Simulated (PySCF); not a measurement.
# Electron correlation in F⁺ (fluorine, charge +1)

[He] 2s2 2p4, high-spin 3P determinant. Computed with PySCF 2.14 in pcseg-2, with no relativity, point nucleus. Frozen: 1s2; 6 electrons correlated.

MP2 pair energies summed by pair of shells (mhartree):

```tsv
pair	energy	share (%)
2p-2p	-64.64	48.4
2s-2p	-60.13	45.0
2s-2s	-8.78	6.6
```

Total MP2 correlation energy: -133.55 mhartree.

Same-spin part -32.69 and opposite-spin part -100.85 mhartree; SCS-MP2 scales them by 1/3 and 6/5 to -131.92 mhartree.

```json
{"level": "CCSD", "correlation energy (mhartree)": "-149.32"}
{"level": "(T)", "correlation energy (mhartree)": "-1.80"}
{"level": "CCSD(T)", "correlation energy (mhartree)": "-151.12"}
```

Diagnostics: T1 = 0.0045, D1 = 0.0073, largest double amplitude 0.028.

**Question.** Is a single reference adequate?

**Answer.** Yes: T1 lies below 0.03 and no double amplitude reaches 0.07.
